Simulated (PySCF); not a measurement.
CH6AlFOSi, SMILES [O](C)[Al]([SiH3])[F].

Geometry optimised at B3LYP-D3(BJ)/def2-SVP. The structure was generated by enumeration; whether it is a known compound was not checked. One conformer was computed; it need not be the lowest.

These are C-PCM-B3LYP/def2-SVP (PySCF) values and carry that method's errors.

The values are the electrostatic part of the solvation free energy, E(continuum) − E(gas) at the gas-phase geometry, in a cavity of scaled van der Waals radii (PySCF's table); cavitation and dispersion terms are not included. A continuum can't describe solvent molecules that bind to the metal. In vacuum the orbital gap is 6.92 eV. The dipole moment in vacuum is 1.21 D.

Computed values in water (ε = 78.36), ethylethanoate (ε = 5.99), acetone (ε = 20.49):
```csv
solvent,ε,ΔG(elec) (kcal/mol),dipole (D),gap (eV)
water,78.36,-5.6,1.34,7.11
ethylethanoate,5.99,-4.7,1.32,7.08
acetone,20.49,-5.4,1.33,7.10
```
